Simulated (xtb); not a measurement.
C3H11AlN, doublet, geometry from GFN2-xTB (such geometries of metal compounds can be far from the true shape) (the spin is typed, not shown lowest); GFN1-xTB with ALPB(toluene) in xtb.

xtb was given this input:
```
$ xtb mol.xyz --gfn 1 --uhf 1 --alpb toluene --json

# file mol.xyz
16

Al     0.10482869     0.61079652     1.65588882
H     -0.66307728     1.93544918     1.17688743
H      1.67900351     0.82927437     1.43664548
C     -1.44563323    -0.39736087    -0.63863545
N     -0.04195591    -0.16981388    -0.34485823
C      0.70560264    -1.41339880    -0.40004384
C      0.51592803     0.79176317    -1.28010144
H     -1.59571942    -0.77314725    -1.65675047
H     -1.98508783     0.54126842    -0.51592198
H     -1.85067814    -1.11798002     0.07277089
H      1.73517028    -1.21582545    -0.10331153
H      0.69396685    -1.85457590    -1.40280345
H      0.27755570    -2.12315399     0.30881137
H      0.46116805     0.43309790    -2.31373322
H     -0.03080461     1.72822078    -1.18911522
H      1.55403664     0.97969346    -1.01334191
```

The log (banner, timings and long lists left out):

```
   ID    Z sym.   atoms
    1   13 Al     1
    2    1 H      2, 3, 8-16
    3    6 C      4, 6, 7
    4    7 N      5

           -------------------------------------------------
          |                Calculation Setup                |
           -------------------------------------------------

           -------------------------------------------------
          |                 G F N 1 - x T B                 |
           -------------------------------------------------

      * Solvation model:               ALPB
        Solvent                        toluene
        Parameter file                 internal GFN1-xTB/ALPB
        Dielectric constant                2.3741E+00
        Reference state                gsolv [1 M gas/solution]
        Free energy shift                  3.5550E-03 Eh       2.2308E+00 kcal/mol
        Temperature                        2.9815E+02 K
        Density                            8.6700E-01 kg/L
        Solvent mass                       9.2140E+01 g/mol
        Interaction kernel             P16
        Born radius scaling (c1)           1.4996E+00
        Born radii integrator          GBOBC
        Born offset                        0.0000E+00 a0       0.0000E+00 AA
        H-bond correction              false
        Ion screening                  false
        Surface tension                    1.0000E-05 Eh       1.5569E+01 dyn/cm
        Grid points                               230 per atom

          ...................................................
          :                      SETUP                      :
          :.................................................:
          :  # basis functions                  48          :
          :  # atomic orbitals                  47          :
          :  # shells                           33          :
          :  # electrons                        31          :
          :  # halogen bonds                     0          :
          :  max. iterations                   250          :
          :  Hamiltonian                  GFN1-xTB          :
          :  restarted?                      false          :
          :  GBSA solvation                   true          :
          :  PC potential                    false          :
          :  electronic temp.          300.0000000     K    :
          :  accuracy                    1.0000000          :
          :  -> integral cutoff          0.2500000E+02      :
[...]
         :: total energy             -16.696678539210 Eh    ::
[...]
     6C     0.04965 -0.03851   0.994  2.957  0.000
     7C     0.05185 -0.03763   0.994  2.954  0.000
     8H     0.02670  0.08765   0.973  0.000  0.000
     9H     0.04533  0.10968   0.955  0.000  0.000
    10H     0.03513  0.09893   0.965  0.000  0.000
    11H     0.04533  0.10968   0.955  0.000  0.000
    12H     0.02670  0.08765   0.973  0.000  0.000
    13H     0.03513  0.09893   0.965  0.000  0.000
    14H     0.02412  0.08515   0.976  0.000  0.000
    15H     0.04270  0.10700   0.957  0.000  0.000
    16H     0.04270  0.10700   0.957  0.000  0.000

Wiberg/Mayer (AO) data.
largest (>0.10) Wiberg bond orders for each atom

 ---------------------------------------------------------------------------
     #   Z sym  total        # sym  WBO       # sym  WBO       # sym  WBO
 ---------------------------------------------------------------------------
     1  13 Al   2.234 --     2 H    0.850     3 H    0.850     5 N    0.350
     2   1 H    0.942 --     1 Al   0.850
     3   1 H    0.942 --     1 Al   0.850
     4   6 C    3.972 --     5 N    0.983     8 H    0.982    10 H    0.975
                             9 H    0.973
     5   7 N    3.322 --     6 C    0.983     4 C    0.983     7 C    0.978
                             1 Al   0.350
     6   6 C    3.972 --     5 N    0.983    12 H    0.982    13 H    0.975
                            11 H    0.973
     7   6 C    3.968 --    14 H    0.979     5 N    0.978    15 H    0.971
                            16 H    0.971
     8   1 H    1.003 --     4 C    0.982
     9   1 H    1.009 --     4 C    0.973
    10   1 H    1.008 --     4 C    0.975
    11   1 H    1.009 --     6 C    0.973
    12   1 H    1.003 --     6 C    0.982
    13   1 H    1.008 --     6 C    0.975
    14   1 H    1.002 --     7 C    0.979
    15   1 H    1.017 --     7 C    0.971
    16   1 H    1.017 --     7 C    0.971
 ---------------------------------------------------------------------------

Topologies differ in total number of bonds
Writing topology from bond orders to xtbtopo.mol

 dipole moment from electron density (au)
     X       Y       Z
  -0.5632  -1.5144  -1.3713  total (Debye):    5.387

           -------------------------------------------------
          | TOTAL ENERGY              -16.696678539210 Eh   |
          | GRADIENT NORM               0.044362405586 Eh/α |
          | HOMO-LUMO GAP               4.151622806459 eV   |
           -------------------------------------------------

normal termination of xtb
```
